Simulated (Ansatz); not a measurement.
Frontier orbitals of C₁₀H₁₁ClTi (`[Cl][TiH]12345678([C@H]9[C@@H]1[C@@H]2[C@@H]3[C@H]94)[C@H]1[C@@H]5[C@@H]6[C@@H]7[C@H]18`).

Total charge 0; spin multiplicity 1. Correlated methods include outer-core shells of Ti, which these sets cover unevenly. Scalar relativity is left out up to krypton. All single points use the PBE0-D4/def2-TZVP geometry. Basis def2-TZVPP, Ansatz.

```json
{"functional": "LDA (SPW92)", "HOMO (eV)": "-5.78", "LUMO (eV)": "-3.24", "gap (eV)": "2.54"}
{"functional": "PBE", "HOMO (eV)": "-5.59", "LUMO (eV)": "-2.95", "gap (eV)": "2.64"}
{"functional": "r2SCAN", "HOMO (eV)": "-5.77", "LUMO (eV)": "-2.81", "gap (eV)": "2.96"}
{"functional": "B97M-V", "HOMO (eV)": "-5.82", "LUMO (eV)": "-2.75", "gap (eV)": "3.07"}
{"functional": "PBE0", "HOMO (eV)": "-6.60", "LUMO (eV)": "-1.85", "gap (eV)": "4.75"}
{"functional": "r2SCAN0", "HOMO (eV)": "-6.72", "LUMO (eV)": "-1.76", "gap (eV)": "4.96"}
{"functional": "ωB97M-V", "HOMO (eV)": "-8.65", "LUMO (eV)": "0.32", "gap (eV)": "8.97"}
```

Against PBE, PBE0 changes HOMO and LUMO by −1.01 and +1.10 eV, ωB97M-V by −3.06 and +3.27 eV. A gap of 2.63 eV thus becomes 8.97 eV for the same molecule, so an orbital gap means little without its functional. A positive LUMO is unbound and depends on the basis.
